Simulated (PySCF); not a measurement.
# Electron correlation in Ar⁺ (argon, charge +1)

[Ne] 3s2 3p4 3d1, one real determinant (an excited configuration). All numbers are calculated (PySCF 2.14, the spin-free X2C one-electron Hamiltonian (Gaussian nucleus), in aug-cc-pCVTZ-DK). Frozen: 1s2; 15 electrons correlated.

MP2 pair energies summed by pair of shells (mhartree):

```json
{"pair": "2p-2p", "energy": "-181.82", "share (%)": "40.7"}
{"pair": "2s-2p", "energy": "-53.70", "share (%)": "12.0"}
{"pair": "3s-3p", "energy": "-53.11", "share (%)": "11.9"}
{"pair": "3p-3p", "energy": "-52.73", "share (%)": "11.8"}
{"pair": "2p-3p", "energy": "-32.31", "share (%)": "7.2"}
{"pair": "2p-3s", "energy": "-17.82", "share (%)": "4.0"}
{"pair": "3p-3d", "energy": "-16.36", "share (%)": "3.7"}
{"pair": "3s-3s", "energy": "-9.56", "share (%)": "2.1"}
{"pair": "2s-2s", "energy": "-9.49", "share (%)": "2.1"}
{"pair": "3s-3d", "energy": "-9.14", "share (%)": "2.0"}
{"pair": "2s-3p", "energy": "-5.34", "share (%)": "1.2"}
{"pair": "2s-3s", "energy": "-2.81", "share (%)": "0.6"}
{"pair": "2p-3d", "energy": "-2.14", "share (%)": "0.5"}
{"pair": "2s-3d", "energy": "-0.34", "share (%)": "0.1"}
```

Total MP2 correlation energy: -446.68 mhartree.

Same-spin part -123.62 and opposite-spin part -323.06 mhartree; SCS-MP2 scales them by 1/3 and 6/5 to -428.88 mhartree.

The reference is one real determinant that mixes LS terms of this configuration.
